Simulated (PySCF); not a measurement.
NICS in isomers of C9H10.

Definitions: NICS(0) = −σiso at the ring centroid; NICS(1) = −σiso and NICS(1)zz = −σzz at ±1 Å along the ring normal z. Level: GIAO PBE0/pcSseg-1 (PySCF, non-relativistic, gas phase) on the GFN2-xTB geometries, one conformer each. Atom numbers follow the mapped SMILES.

Task: Order these rings by mean NICS(1)zz, lowest (most negative) first (ppm).
A. ring C2–C3–C4–C5–C6–C7–C8 in `[CH2:1]=[C:2]1[CH:3]=[CH:4][CH:5]=[CH:6][CH:7]=[C:8]1[CH3:9]`
B. ring C7–C8–C9 in `[CH3:1][C:2]#[C:3][C@@H:4]1[CH:5]=[C:6]1[CH:7]1[CH2:8][CH2:9]1`
C. ring C6–C7–C8 in `[CH:1]#[C:2][CH2:3][C:4](=[CH2:5])[C@@H:6]1[CH2:7][C:8]1=[CH2:9]`
D. ring C1–C2–C3–C4–C8–C9 in `[cH:1]1[cH:2][cH:3][c:4]([CH:5]2[CH2:6][CH2:7]2)[cH:8][cH:9]1`

Result: D (-27.7), B (-22.4), C (-19.6), A (3.8).

```tsv
SMILES	ring	NICS(0)	NICS(1)	NICS(1)zz	HOMA	rms pucker (Å)	ring atoms with four or more neighbours
c1ccc(C2CC2)cc1	6-membered carbocycle; formal bonds all aromatic	-8.3	-11.1	-27.7	0.99	0.00	0
CC#C[C@@H]1C=C1C1CC1	3-membered carbocycle; formal bonds all single	-43.2	-7.5	-22.4	–	0.00	3
C#CCC(=C)[C@@H]1CC1=C	3-membered carbocycle; formal bonds all single	-30.3	-7.4	-19.6	–	0.00	2
C=C1C=CC=CC=C1C	7-membered carbocycle; formal bonds all aromatic	3.5	-0.6	3.8	0.23	0.16	0
```

NICS(0) gives another order. The isotropic NICS(1) gives the same order. HOMA uses Krygowski's 1993 parameters; it is left out where a ring has a four-coordinate atom, a triple bond, no multiple bond or a kind of bond without parameters. NICS(1) and NICS(1)zz are means over the two faces.
